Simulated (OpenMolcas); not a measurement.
**Si2NH6Cl (SMILES N[SiH]([SiH3])Cl): methods side by side**

Si2NH6Cl: 10 atoms, total charge 0, spin state singlet. SMILES: `N[SiH]([SiH3])Cl`. The coordinates come from a PBE0-D4/def2-TZVP relaxation. This is one conformer, not always the lowest.

Quantity: the vertical energy of the triplet above the singlet, in eV. The values are calculated.

```csv
level,kind,program,value (eV),less CCSD(T)/6-31G*,CPU time (all runs)
PBE/6-31G* (spherical functions),GGA,OpenMolcas,5.71,-1.01,2 min
M06-L/6-31G* (spherical functions),meta-GGA,OpenMolcas,6.25,-0.47,2.7 min
TPSS/6-31G* (spherical functions),meta-GGA,OpenMolcas,5.87,-0.85,2.7 min
r2SCAN/6-31G* (spherical functions),meta-GGA,OpenMolcas,5.98,-0.74,2.3 min
M06-2X/6-31G* (spherical functions),hybrid meta-GGA,OpenMolcas,6.49,-0.23,2.2 min
PBE0/6-31G* (spherical functions),global hybrid,OpenMolcas,6.19,-0.53,1.8 min
B3LYP/6-31G* (Cartesian functions),global hybrid,OpenMolcas,6.16,-0.56,2 min
"CCSD(T)/6-31G* (spherical functions), open shells restricted",coupled cluster or CI,OpenMolcas,6.72,0.00,86 s
```

CCSD(T)/6-31G* (spherical functions), open shells restricted is the highest level here, not the true value. The values span 5.71 to 6.72 eV. A triplet this far above the singlet is often a Rydberg-like or dissociative state; sets without diffuse functions put Rydberg states too high. CPU times are rough (shared hosts, several kinds of processor): they show what a rung costs within a factor of a few.
